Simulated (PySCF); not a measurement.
C2H2F3PS: core ionisation energies

C2H2F3PS.
Z-matrix (Å and degrees, GFN2-xTB geometry), rows numbered from 1:
```
F 
C   1  1.3266
F   2  1.3138  1  111.74
C   2  1.3289  1  119.55  3  -177.23
F   4  1.3378  2  122.02  1  -179.30
P   4  1.8325  2  120.93  1    -8.94
S   6  1.9183  4  115.15  2   -82.29
H   6  1.3958  4   98.48  2   150.19
H   6  1.3942  4  100.49  2    46.93
```

The calculation used PySCF, delta-SCF UKS SCAN, pcX-2 on the ionised atom, pcseg-1 elsewhere, spin-free X2C. Each binding energy is the total energy of the core-ionised species, with the hole localised on one atom, minus that of the ground state; both are solved self-consistently, so orbital relaxation is included.

Problem. Give the core binding energies atom by atom.

Solution. 
| atom(s) | bonded to | level | binding energy (eV) | 2p1/2 (eV) | above the level's lowest (eV) | count |
| --- | --- | --- | --- | --- | --- | --- |
| P6 | S (double bond), C and 2 H | P 2p3/2 | 139.04 | 139.92 | 0.00 | 1 |
| C4 | F, C (double bond) and P | C 1s | 293.63 | – | 0.00 | 1 |
| C2 | 2 F and C (double bond) | C 1s | 296.04 | – | +2.41 | 1 |
| F5 | C | F 1s | 694.10 | – | 0.00 | 1 |
| F3 | C | F 1s | 694.80 | – | +0.70 | 1 |
| F1 | C | F 1s | 694.82 | – | +0.72 | 1 |
| P6 | S (double bond), C and 2 H | P 1s | 2152.88 | – | 0.00 | 1 |
| S7 | P (double bond) | S 1s | 2476.07 | – | 0.00 | 1 |

The listed C 1s values span 2.41 eV, from C4 (bonded to F, C (double bond) and P) to C2 (bonded to 2 F and C (double bond)). Summing the Pauling electronegativity differences to the bonded atoms, each weighted by its formal bond order, gives +1.07 for the lowest site and +2.86 for the highest.

Lowest listed F 1s: F5, bonded to C. Highest, 0.72 eV above it: F1, bonded to C. Summing the Pauling electronegativity differences to the bonded atoms, each weighted by its formal bond order, gives -1.43 for the lowest site and -1.43 for the highest; the sum is the same at every site. The values 694.80 and 694.82 eV lie too close for their order to be trusted.

Problem. Which effective nuclear charge Zeff reproduces each element's mean 1s value in the hydrogen-like formula E = 13.606 eV × Zeff²?

Solution. C (Z = 6): mean 294.8 eV, Zeff = 4.66, Z − Zeff = 1.34; F (Z = 9): mean 694.6 eV, Zeff = 7.14, Z − Zeff = 1.86; P (Z = 15): mean 2152.9 eV, Zeff = 12.58, Z − Zeff = 2.42; S (Z = 16): mean 2476.1 eV, Zeff = 13.49, Z − Zeff = 2.51. Means run over the listed sites, weighted by atom count.

Not every level is listed. 2p3/2 and 2p1/2 are the ΔSCF energy of one spin-free 2p hole plus the eigenvalues of a spin–orbit and ligand-field matrix of the shell. 2p1/2 minus 2p3/2 (ligand field included): P 0.89 eV. Isolated species at its GFN2-xTB geometry (one conformer only).

Rough CPU time on one thread of a shared machine: about 3 min.
